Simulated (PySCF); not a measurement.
A calculated (revPBE, PySCF 2.14, x2c-QZVPPall, scalar relativity by spin-free X2C-1e) atom or ion has these occupied shells.

```json
{"shell": "1s α", "electrons": "1", "orbital energy (eV)": "-24157.4", "rms radius, mean of both spins (bohr)": "0.0365"}
{"shell": "1s β", "electrons": "1", "orbital energy (eV)": "-24157.4", "rms radius, mean of both spins (bohr)": "0.0365"}
{"shell": "2s α", "electrons": "1", "orbital energy (eV)": "-3554.5", "rms radius, mean of both spins (bohr)": "0.150"}
{"shell": "2s β", "electrons": "1", "orbital energy (eV)": "-3553.9", "rms radius, mean of both spins (bohr)": "0.150"}
{"shell": "2p α", "electrons": "3", "orbital energy (eV)": "-3190.9", "rms radius, mean of both spins (bohr)": "0.133"}
{"shell": "2p β", "electrons": "3", "orbital energy (eV)": "-3190.5", "rms radius, mean of both spins (bohr)": "0.133"}
{"shell": "3s α", "electrons": "1", "orbital energy (eV)": "-666.22", "rms radius, mean of both spins (bohr)": "0.406"}
{"shell": "3s β", "electrons": "1", "orbital energy (eV)": "-665.91", "rms radius, mean of both spins (bohr)": "0.406"}
{"shell": "3p α", "electrons": "3", "orbital energy (eV)": "-546.60", "rms radius, mean of both spins (bohr)": "0.408"}
{"shell": "3p β", "electrons": "3", "orbital energy (eV)": "-546.25", "rms radius, mean of both spins (bohr)": "0.408"}
{"shell": "3d α", "electrons": "5", "orbital energy (eV)": "-356.27", "rms radius, mean of both spins (bohr)": "0.391"}
{"shell": "3d β", "electrons": "5", "orbital energy (eV)": "-355.73", "rms radius, mean of both spins (bohr)": "0.391"}
{"shell": "4s α", "electrons": "1", "orbital energy (eV)": "-116.20", "rms radius, mean of both spins (bohr)": "0.999"}
{"shell": "4s β", "electrons": "1", "orbital energy (eV)": "-113.65", "rms radius, mean of both spins (bohr)": "0.999"}
{"shell": "4p α", "electrons": "3", "orbital energy (eV)": "-81.731", "rms radius, mean of both spins (bohr)": "1.10"}
{"shell": "4p β", "electrons": "3", "orbital energy (eV)": "-79.041", "rms radius, mean of both spins (bohr)": "1.10"}
{"shell": "4d α", "electrons": "5", "orbital energy (eV)": "-32.252", "rms radius, mean of both spins (bohr)": "1.45"}
{"shell": "4d β", "electrons": "2", "orbital energy (eV)": "-30.026", "rms radius, mean of both spins (bohr)": "1.45"}
{"shell": "5s α", "electrons": "1", "orbital energy (eV)": "-22.594", "rms radius, mean of both spins (bohr)": "2.65"}
```

Q: Name the element and its charge.

A: Pd²⁺ (palladium, charge +2), in [Kr] 4d7 5s1, high-spin 5F determinant (an excited configuration).
